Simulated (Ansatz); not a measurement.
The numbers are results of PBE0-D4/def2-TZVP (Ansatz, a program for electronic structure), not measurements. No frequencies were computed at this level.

Ansatz 0.2 input:
```yaml
crystal:
  periodic: [false, false, false]
  atoms:
    - { symbol: B, position_ang: [0.74505, 0.010855, -0.000346] }
    - { symbol: C, position_ang: [-0.745, -0.011196, 0.000405] }
    - { symbol: H, position_ang: [1.359717, -0.978813, -0.139684] }
    - { symbol: H, position_ang: [1.329554, 1.019214, 0.13876] }
    - { symbol: H, position_ang: [-1.356885, 0.816757, -0.32606] }
    - { symbol: H, position_ang: [-1.332437, -0.856817, 0.326926] }
basis:
  gaussian: { orbitals: def2-tzvp }
hamiltonian:
  xc: pbe0
  dispersion: d4
relax:
  max_steps: 150
magnetization:
  spin_polarized: true
  initial_magnetization: 1
```

Output:

```
Functional definition: PBE0
525 factors; their error is unknown
mean field evaluation 1: about -1771.3451 eV, gradient 2.4e1 eV
mean field evaluation 2: about -1771.6003 eV, gradient 2.3e1 eV
mean field evaluation 4: about -1774.4300 eV, gradient 9.2e-1 eV
mean field evaluation 8: about -1774.4278 eV, gradient 1.9e-1 eV
mean field evaluation 16: about -1774.4280 eV, gradient 2.4e-5 eV
mean field -1774.42796615 eV, -65.2090250056 hartree, gradient 2.4e-5 eV, S^2 0.754975; 0 other end points of the search recorded, 0 dependent functions left out
reference -1774.42799336 eV, -65.2090260054 hartree; 8, 7 occupied and 78, 79 virtual orbitals, 525 factors
relax step   1: F+E_penalty+E_count = -1774.46972916 eV  Δ(F+E_penalty+E_count) = +0.000e0 eV  max|allowed force component| = 5.539e-1 eV/Å  Δτ_max = 0.0000 Å  (26 SCF iters, accepted)
these checks for a lower state are left out or cut short: starts, cluster_reference, orbital_swaps, neighbouring_geometries, increment
525 factors; their error is unknown
mean field -1774.46057661 eV, -65.2102234178 hartree, gradient 1.0e-5 eV, S^2 0.754489; 0 other end points of the search recorded, 0 dependent functions left out
reference -1774.46060399 eV, -65.2102244241 hartree; 8, 7 occupied and 78, 79 virtual orbitals, 525 factors
relax step   2: F+E_penalty+E_count = -1774.50229652 eV  Δ(F+E_penalty+E_count) = -3.257e-2 eV  max|allowed force component| = 3.835e-1 eV/Å  Δτ_max = 0.0589 Å  (30 SCF iters, accepted)
these checks for a lower state are left out or cut short: starts, cluster_reference, orbital_swaps, neighbouring_geometries, increment
525 factors; their error is unknown
mean field -1774.46719722 eV, -65.2104667207 hartree, gradient 1.7e-5 eV, S^2 0.753952; 0 other end points of the search recorded, 0 dependent functions left out
reference -1774.46722462 eV, -65.2104677278 hartree; 8, 7 occupied and 78, 79 virtual orbitals, 525 factors
relax step   3: F+E_penalty+E_count = -1774.50887926 eV  Δ(F+E_penalty+E_count) = -6.583e-3 eV  max|allowed force component| = 9.875e-2 eV/Å  Δτ_max = 0.0642 Å  (30 SCF iters, accepted)
these checks for a lower state are left out or cut short: starts, cluster_reference, orbital_swaps, neighbouring_geometries, increment
525 factors; their error is unknown
mean field evaluation 32: about -1774.4754 eV, gradient 9.4e-2 eV
mean field -1774.46715051 eV, -65.2104650042 hartree, gradient 1.5e-5 eV, S^2 0.753481; 0 other end points of the search recorded, 0 dependent functions left out
reference -1774.46717771 eV, -65.2104660040 hartree; 8, 7 occupied and 78, 79 virtual orbitals, 525 factors
relax step   4: F+E_penalty+E_count = -1774.50885887 eV  Δ(F+E_penalty+E_count) = +2.039e-5 eV  max|allowed force component| = 2.479e-1 eV/Å  Δτ_max = 0.0712 Å  (29 SCF iters, rejected (line search))
these checks for a lower state are left out or cut short: starts, cluster_reference, orbital_swaps, neighbouring_geometries, increment
525 factors; their error is unknown
mean field -1774.46852340 eV, -65.2105154570 hartree, gradient 1.4e-5 eV, S^2 0.753692; 0 other end points of the search recorded, 0 dependent functions left out
reference -1774.46855072 eV, -65.2105164611 hartree; 8, 7 occupied and 78, 79 virtual orbitals, 525 factors
relax step   5: F+E_penalty+E_count = -1774.51020615 eV  Δ(F+E_penalty+E_count) = -1.327e-3 eV  max|allowed force component| = 3.968e-2 eV/Å  Δτ_max = 0.0356 Å  (31 SCF iters, accepted)
these checks for a lower state are left out or cut short: starts, cluster_reference, orbital_swaps, neighbouring_geometries, increment
525 factors; their error is unknown
mean field -1774.46864067 eV, -65.2105197666 hartree, gradient 1.7e-5 eV, S^2 0.753571; 0 other end points of the search recorded, 0 dependent functions left out
reference -1774.46866795 eV, -65.2105207690 hartree; 8, 7 occupied and 78, 79 virtual orbitals, 525 factors
relax step   6: F+E_penalty+E_count = -1774.51032119 eV  Δ(F+E_penalty+E_count) = -1.150e-4 eV  max|allowed force component| = 2.452e-2 eV/Å  Δτ_max = 0.0197 Å  (30 SCF iters, accepted)
these checks for a lower state are left out or cut short: starts, cluster_reference, orbital_swaps, neighbouring_geometries, increment
525 factors; their error is unknown
mean field -1774.46869574 eV, -65.2105217905 hartree, gradient 2.1e-5 eV, S^2 0.753541; 0 other end points of the search recorded, 0 dependent functions left out
reference -1774.46872301 eV, -65.2105227926 hartree; 8, 7 occupied and 78, 79 virtual orbitals, 525 factors
relax step   7: F+E_penalty+E_count = -1774.51037423 eV  Δ(F+E_penalty+E_count) = -5.304e-5 eV  max|allowed force component| = 1.205e-2 eV/Å  Δτ_max = 0.0059 Å  (25 SCF iters, accepted)
these checks for a lower state are left out or cut short: starts, cluster_reference, orbital_swaps, neighbouring_geometries, increment
525 factors; their error is unknown
mean field -1774.46870005 eV, -65.2105219486 hartree, gradient 2.5e-5 eV, S^2 0.753530; 0 other end points of the search recorded, 0 dependent functions left out
reference -1774.46872731 eV, -65.2105229505 hartree; 8, 7 occupied and 78, 79 virtual orbitals, 525 factors
relax step   8: F+E_penalty+E_count = -1774.51037833 eV  Δ(F+E_penalty+E_count) = -4.101e-6 eV  max|allowed force component| = 1.230e-3 eV/Å  Δτ_max = 0.0022 Å  (23 SCF iters, accepted)
525 factors; their error is unknown
mean field evaluation 64: about -1774.4770 eV, gradient 1.9e-1 eV
mean field -1774.46870005 eV, -65.2105219486 hartree, gradient 2.9e-5 eV, S^2 0.753530; 1 other end points of the search recorded, 0 dependent functions left out
reference -1774.46872731 eV, -65.2105229505 hartree; 8, 7 occupied and 78, 79 virtual orbitals, 525 factors
Total energy: -1774.51040560 eV, -65.2120545993 hartree
Atom 0 at     0.758154     0.011326    -0.000241 Å, force    -0.001230     0.000149     0.000050 eV/Å
Atom 1 at    -0.764954    -0.011383     0.000213 Å, force     0.000736    -0.000002     0.000070 eV/Å
Atom 2 at     1.376870    -1.013168     0.015878 Å, force     0.000514    -0.000404     0.000084 eV/Å
Atom 3 at     1.346140     1.053761    -0.016683 Å, force     0.000303     0.000350    -0.000161 eV/Å
Atom 4 at    -1.371607     0.877133    -0.157092 Å, force     0.000049    -0.000161     0.000135 eV/Å
Atom 5 at    -1.344604    -0.917669     0.157926 Å, force    -0.000370     0.000068    -0.000178 eV/Å
Dipole moment:    -0.258626    -0.003858     0.000078 e Å
```

Cost: very roughly 18 core-seconds.
